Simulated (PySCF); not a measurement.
GaH2(SMe), CH5GaS.
Structure used (PBE0-D3(BJ)/def2-SVP), in Å, numbered top down from 1:
```xyz
8
CH5GaS angstrom
Ga     0.5317    1.4246   -0.9146
H      1.8498    0.5864   -1.0262
H      0.2592    2.8498   -1.4913
S     -1.1392    0.5075    0.1624
C     -0.4694   -1.0929    0.7264
H      0.5294   -1.2885    0.3130
H     -1.1517   -1.8923    0.4067
H     -0.4099   -1.0944    1.8235
```

Method: TDDFT CAM-B3LYP/def2-SVPD, vertical, gas phase, core orbitals frozen in the response in PySCF. Relativistic effects, spin–orbit coupling among them, are left out although an element past zinc is present.

Computed singlets:

```json
{"state": "S1", "E (eV)": "5.09", "f": "0.078"}
{"state": "S2", "E (eV)": "5.38", "f": "0.0020"}
{"state": "S3", "E (eV)": "5.95", "f": "0.0011"}
{"state": "S4", "E (eV)": "6.07", "f": "0.013"}
{"state": "S5", "E (eV)": "6.43", "f": "0.045"}
{"state": "S6", "E (eV)": "6.83", "f": "0.018"}
{"state": "S7", "E (eV)": "7.26", "f": "0.065"}
{"state": "S8", "E (eV)": "7.42", "f": "0.200"}
{"state": "S9", "E (eV)": "7.49", "f": "0.035"}
{"state": "S10", "E (eV)": "7.81", "f": "0.077"}
{"state": "S11", "E (eV)": "7.84", "f": "0.072"}
{"state": "S12", "E (eV)": "7.88", "f": "0.082"}
{"state": "S13", "E (eV)": "7.94", "f": "0.026"}
{"state": "S14", "E (eV)": "8.13", "f": "0.097"}
{"state": "S15", "E (eV)": "8.20", "f": "0.0046"}
```

How much of the mean static polarisability do these states give, one by one?

Each state adds f / ΔE² (ΔE in hartree, 27.2114 eV).

```tsv
state	f/ΔE² (au)	running sum (au)	running share of α (%)
S1	2.23	2.23	3.4
S2	0.05	2.28	3.4
S3	0.02	2.30	3.5
S4	0.27	2.57	3.9
S5	0.81	3.38	5.1
S6	0.28	3.66	5.5
S7	0.91	4.57	6.9
S8	2.69	7.26	11.0
S9	0.47	7.73	11.7
S10	0.94	8.66	13.1
S11	0.86	9.52	14.4
S12	0.98	10.50	15.8
S13	0.31	10.81	16.3
S14	1.08	11.89	17.9
S15	0.05	11.94	18.0
```

The full response gives 66.25 au (9.82 Å³), so 54.3 au comes from the higher roots of the same equations.

By how much does the contribution of these states grow at 1064 nm?

With ω = 0.0428 hartree each state's term in the mean polarisability goes from f / ΔE² to f / (ΔE² − ω²); the sum over all 15 states goes from 11.94 to 12.31 au, a rise of 0.37 au.

The largest single term belongs to S8, which also has the largest f.

One conformer stands for the species.
